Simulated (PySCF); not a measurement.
Cl₂MoO₂ (SMILES [O]=[Mo](=[O])([Cl])[Cl]), singlet, geometry from GFN2-xTB (such geometries of metal compounds can be far from the true shape) (core potentials on Mo); CAMB3LYP/def2-SVP run with PySCF.

The PySCF input:
```python
from pyscf import gto, scf, dft

mol = gto.M(
    atom='''
Mo    0.298668   -0.055206    0.098626
O     1.452282   -0.587896   -0.930250
O     0.741126    0.182461    1.654554
Cl   -0.459639    1.801845   -0.663469
Cl   -1.310439   -1.474660    0.078957
''',
    basis='def2-svp',
    ecp={'Mo': 'def2-svp'},
    charge=0,
    spin=0,
    verbose=4,
)

mf = dft.RKS(mol)
mf.xc = 'camb3lyp'
mf.kernel()
```

Output, abridged:

```
PySCF version 2.14.0

[INPUT] verbose = 4
[INPUT] num. atoms = 5
[INPUT] num. electrons = 64
[INPUT] charge = 0
[INPUT] spin (= nelec alpha-beta = 2S) = 0
[INPUT] symmetry False subgroup None
[INPUT] Mole.unit = angstrom
[INPUT] Symbol           X                Y                Z      unit          X                Y                Z       unit  Magmom
[INPUT]  1 Mo     0.298668000000  -0.055206000000   0.098626000000 AA    0.564400722172  -0.104324220433   0.186376128761 Bohr   0.0
[INPUT]  2 O      1.452282000000  -0.587896000000  -0.930250000000 AA    2.744415235636  -1.110962429727  -1.757917727377 Bohr   0.0
[INPUT]  3 O      0.741126000000   0.182461000000   1.654554000000 AA    1.400525163794   0.344801318414   3.126653918304 Bohr   0.0
[INPUT]  4 Cl    -0.459639000000   1.801845000000  -0.663469000000 AA   -0.868591826169   3.404993568917  -1.253774702139 Bohr   0.0
[INPUT]  5 Cl    -1.310439000000  -1.474660000000   0.078957000000 AA   -2.476370812949  -2.786703526851   0.149207105617 Bohr   0.0

nuclear repulsion = 339.863416089691
number of shells = 39
number of NR pGTOs = 177
number of NR cGTOs = 95
basis = def2-svp
ecp = {'Mo': 'def2-svp'}

******** <class 'pyscf.dft.rks.RKS'> ********
method = RKS
initial guess = minao
damping factor = 0
level_shift factor = 0
DIIS = <class 'pyscf.scf.diis.CDIIS'>
diis_start_cycle = 1
diis_space = 8
diis_damp = 0
SCF conv_tol = 1e-09
SCF conv_tol_grad = None
SCF max_cycles = 50
direct_scf = True
direct_scf_tol = 1e-13
XC library pyscf.dft.libxc version 7.1.2
    S. Lehtola, C. Steigemann, M. J. T. Oliveira, and M. A. L. Marques,  SoftwareX 7, 1–5 (2018)
XC functionals = camb3lyp
    T. Yanai, D. P. Tew, and N. C. Handy,  Chem. Phys. Lett. 393, 51 (2004)
radial grids:
    Treutler-Ahlrichs [JCP 102, 346 (1995); DOI:10.1063/1.469408] (M4) radial grids

becke partition: Becke, JCP 88, 2547 (1988); DOI:10.1063/1.454033
pruning grids: <function nwchem_prune>
grids dens level: 3
symmetrized grids: False
atomic radii adjust function: <function treutler_atomic_radii_adjust>
small_rho_cutoff = 0
Set gradient conv threshold to 3.16228e-05
Initial guess from minao.
tot grids = 88368
init E= -1131.13512398923
  HOMO = -0.604886434930389  LUMO = -0.360426291259099  gap/eV = 6.65210
cycle= 1 E= -1138.34728151429  delta_E= -7.21  |g|= 1.41  |ddm|= 3.45
  HOMO = -0.192361985852592  LUMO = -0.126166153319417  gap/eV = 1.80128
cycle= 2 E= -1134.97639042048  delta_E= 3.37  |g|= 4.34  |ddm|= 3.41
  HOMO = -0.376082481144477  LUMO = -0.0638877519340934  gap/eV = 8.49525
cycle= 3 E= -1138.71861089417  delta_E= -3.74  |g|= 0.22  |ddm|= 2.74
  HOMO = -0.422554722162161  LUMO = -0.110634176210841  gap/eV = 8.48779
cycle= 4 E= -1138.72822799001  delta_E= -0.00962  |g|= 0.0762  |ddm|= 0.34
  HOMO = -0.409095880763746  LUMO = -0.0910328554095041  gap/eV = 8.65494
cycle= 5 E= -1138.72943557358  delta_E= -0.00121  |g|= 0.0294  |ddm|= 0.0955
  HOMO = -0.412752522709511  LUMO = -0.0928708480672567  gap/eV = 8.70442
cycle= 6 E= -1138.72965990871  delta_E= -0.000224  |g|= 0.00577  |ddm|= 0.0335
  HOMO = -0.413140816347965  LUMO = -0.0925085519451854  gap/eV = 8.72485
cycle= 7 E= -1138.72966926513  delta_E= -9.36e-06  |g|= 0.00181  |ddm|= 0.0067
  HOMO = -0.413463136763818  LUMO = -0.0927311528416964  gap/eV = 8.72756
cycle= 8 E= -1138.72967060384  delta_E= -1.34e-06  |g|= 0.000399  |ddm|= 0.00315
  HOMO = -0.413461817669495  LUMO = -0.0927280358385873  gap/eV = 8.72761
cycle= 9 E= -1138.72967075236  delta_E= -1.49e-07  |g|= 0.000154  |ddm|= 0.00121
  HOMO = -0.413450385389331  LUMO = -0.0927238295842784  gap/eV = 8.72741
cycle= 10 E= -1138.72967075655  delta_E= -4.2e-09  |g|= 0.000222  |ddm|= 0.000333
  HOMO = -0.413449018899859  LUMO = -0.0927213372124748  gap/eV = 8.72744
cycle= 11 E= -1138.72967076721  delta_E= -1.07e-08  |g|= 4.4e-05  |ddm|= 0.000187
  HOMO = -0.413452981991984  LUMO = -0.0927209647196405  gap/eV = 8.72756
cycle= 12 E= -1138.72967076798  delta_E= -7.69e-10  |g|= 1.03e-05  |ddm|= 7.56e-05
  HOMO = -0.413450620154475  LUMO = -0.0927208480560893  gap/eV = 8.72750
Extra cycle  E= -1138.72967076801  delta_E= -2.55e-11  |g|= 1.65e-05  |ddm|= 2.47e-05
converged SCF energy = -1138.72967076801
```
